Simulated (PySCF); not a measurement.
Question: Write Cartesian coordinates for fluorobenzene (`Fc1ccccc1`) as optimised with PBE0-D3(BJ)/def2-SVP.

Answer: 
```
atom  x, y, z in Å
F1    -2.2577   -1.3115   -0.1333
C2    -1.1456   -0.5766   -0.1363
C3     0.0872   -1.2186   -0.1535
C4     1.2466   -0.4446   -0.1566
C5     1.1680    0.9481   -0.1425
C6    -0.0805    1.5698   -0.1253
C7    -1.2489    0.8096   -0.1220
H8     0.1215   -2.3094   -0.1644
H9     2.2210   -0.9381   -0.1699
H10    2.0799    1.5488   -0.1453
H11   -0.1494    2.6601   -0.1141
H12   -2.2376    1.2718   -0.1086
```

Orientation and origin are arbitrary. Atoms count from 1 in this order. The 6-membered ring C2–C3–C4–C5–C6–C7 has internal angles of 118.8° to 121.8°; it is planar, 0.00 Å rms from its mean plane, widest ring torsion 0°. The 7 heavy atoms lie in one plane (0.000 Å rms).

Bonds between heavy atoms (Å): F1–C2 1.333, C2–C3 1.390, C3–C4 1.394, C4–C5 1.395, C5–C6 1.395, C6–C7 1.394, C2–C7 1.390.

Theory: PBE0-D3(BJ)/def2-SVP geometry optimisation, gas phase in PySCF 2.14.0.

Point group: C2v (every atom within 0.08 Å of its image). Whether it is a minimum is left open (no frequencies).
